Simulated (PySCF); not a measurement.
## Spinor energies of Eu+ (europium, charge +1)

Start: [Xe] 4f7 5d1; 4f7/2 filled at m_j = -5/2, -3/2, -1/2, +1/2, +3/2, +5/2, +7/2; 5d5/2 filled at m_j = +5/2. Calculated with PySCF 2.14 in x2c-TZVPall-2c (11s11p10d4f1g, 131 functions): generalised Hartree-Fock with the X2C-1e Hamiltonian and a Gaussian nucleus; spin-orbit coupling (SO) screened by Boettger's factors. This is a chosen level, not necessarily the ground level.

| spinor shell | electrons | ε, screened SO (eV) | weight of nominal j (screened SO) | rms radius, screened SO (bohr) |
| --- | --- | --- | --- | --- |
| 1s1/2 | 2 | -48754.9 | 1.000 | 0.0254 |
| 2s1/2 | 2 | -8126.2 | 1.000 | 0.103 |
| 2p1/2 | 2 | -7693.4 | 1.000 | 0.0881 |
| 2p3/2 | 4 | -7041.0 | 1.000 | 0.0944 |
| 3s1/2 | 2 | -1839.8 | 1.000 | 0.266 |
| 3p1/2 | 2 | -1652.3 | 1.000 | 0.257 |
| 3p3/2 | 4 | -1516.0 | 1.000 | 0.270 |
| 3d3/2 | 4 | -1195.1 | 0.995 | 0.242 |
| 3d5/2 | 6 | -1165.3 | 0.996 | 0.246 |
| 4s1/2 | 2 | -389.94 | 1.000 | 0.602 |
| 4p1/2 | 2 | -316.77 | 0.966 | 0.621 |
| 4p3/2 | 4 | -284.58 | 0.983 | 0.648 |
| 4d3/2 | 4 | -163.44 | 0.723 | 0.705 |
| 4d5/2 | 6 | -153.93 | 0.815 | 0.710 |
| 5s1/2 | 2 | -58.341 | 1.000 | 1.51 |
| 5p1/2 | 2 | -36.839 | 0.854 | 1.70 |
| 5p3/2 | 4 | -31.955 | 0.927 | 1.82 |
| 4f7/2 | 7 | -18.348 | 0.532 | 1.03 |
| 5d5/2 | 1 | -9.298 | 1.000 | 3.26 |

```tsv
quantity	screened SO
E (hartree)	-10843.10529
M_J	6
⟨J²⟩	42.016
⟨L²⟩	6.173
⟨S²⟩	19.944
```

Each row is a mean over spinors that exchange with the open shell spreads, by up to 17.906 eV (4d5/2).

Rows whose weight is well below 1 are mixtures of j = l ± 1/2: exchange outweighs spin-orbit coupling there, and the label is only the starting occupation.

Breit and QED terms are absent; they matter most for the inner s and p1/2 levels.

Densities and radii are taken from the X2C orbitals without a picture-change correction, which distorts them close to the nucleus.
